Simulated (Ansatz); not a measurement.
`CN[SiH](C)F` + H₂O → `CN[SiH](C)O` + H–F at 400 K and 1 bar (formal hydrolysis of the Si–F bond).

Calculated with Ansatz (gas phase, PBE0-D4/def2-TZVP geometries, no zero-point term in ΔE). CCSD(T)/CBS is the MP2 limit (def2-TZVPP, def2-QZVPP) plus CCSD(T) − MP2 in def2-TZVPP, frozen cores. This one scheme is used for every species. One conformer a species, not always the lowest.

| species | CCSD(T)/CBS energy (Eh) | H − E (kJ/mol) | S (J/(mol·K)) |
| --- | --- | --- | --- |
| `CN[SiH](C)F` | -524.60225 | 307.6 | 395.1 |
| H₂O | -76.37941 | 69.8 | 198.6 |
| `CN[SiH](C)O` | -500.56717 | 339.5 | 411.6 |
| H–F | -100.39570 | 36.5 | 182.2 |

H − E and S are ideal-gas, rigid-rotor, harmonic terms from PBE0-D4/def2-TZVP, for one conformer and one mirror image of each species. 1 Eh = 2625.50 kJ/mol, R = 8.31446 J/(mol·K).

Question: By hand: ΔE, ΔH, ΔS and ΔG.

Answer: ΔE = (-500.56717) + (-100.39570) − (-524.60225) − (-76.37941) = 0.01879 Eh = 49.3 kJ/mol. Δ(H − E) = 339.5 + 36.5 − 307.6 − 69.8 = -1.4, so ΔH = 47.9 kJ/mol. ΔS = 411.6 + 182.2 − 395.1 − 198.6 = 0.1 J/(mol·K). ΔG = 47.9 − 400 × (0.1)/1000 = 47.9 kJ/mol.

Question: By hand: the equilibrium constant, and the temperature at which ΔG would vanish if ΔH and ΔS stayed fixed.

Answer: log₁₀ K = −ΔG/(RT ln 10) = -6.3. ΔG = 0 at ΔH/ΔS = 479000 K, far beyond where these terms or the molecules hold.

The number of gas molecules stays the same, so ΔS is small and ΔH decides. A doubt of 5 kJ/mol in ΔE shifts log₁₀ K by 0.7 here. Other conformers and mirror images would add mixing entropy, several J/(mol·K) or more a flexible species. Modes under 60 cm⁻¹, often nearly free rotors, make the harmonic entropy too high. These are equilibria of isolated gas molecules and say nothing of rates. Largest T1 diagnostic: 0.010 (customary marks: 0.02 for closed shells, 0.045 for open ones).
